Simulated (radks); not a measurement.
Q: Radial electron density D(r) = 4 pi r^2 rho(r) of an atom or ion with 57 electrons. All-electron calculation, non-relativistic Kohn-Sham, LDA (Slater exchange, Perdew-Wang correlation), spin-unpolarised, spherical densities, point nucleus. Program: a radial shooting solver on a logarithmic mesh with Libxc functionals.

r (bohr),D(r) (e/bohr)
0.001208,2.795
0.001585,4.592
0.002081,7.433
0.002753,11.96
0.003613,18.49
0.004743,27.64
0.006275,39.94
0.008237,53.90
0.01081,67.59
0.01431,77.62
0.01878,80.01
0.02465,75.71
0.03261,72.03
0.0428,79.46
0.05618,97.46
0.07434,108.4
0.09758,97.62
0.1281,84.28
0.1695,91.66
0.2224,91.67
0.2943,59.01
0.3863,39.52
0.5071,46.51
0.6709,38.48
0.8806,19.38
1.156,10.42
1.529,6.106
2.007,2.077
2.635,0.2934
3.486,0.01227
4.576,0.0001361

What is the nuclear charge?

A: Z = 63. The innermost maximum, from 1s, lies near 1/Z = 0.0159 bohr (found: 0.0178), and its height grows with Z. The density is that of the europium ion Eu6+ in [Kr] 4d10 4f5 5s2 5p4; the configuration itself is not fixed sharply by these data, and Z only to a few units. D(r) has 4 maxima, at r = 0.0178, 0.0743, 0.197, 0.536 bohr, and minima at 0.0321, 0.133, 0.389 bohr, inside which lie 1.97, 11.45, 29.40 electrons.
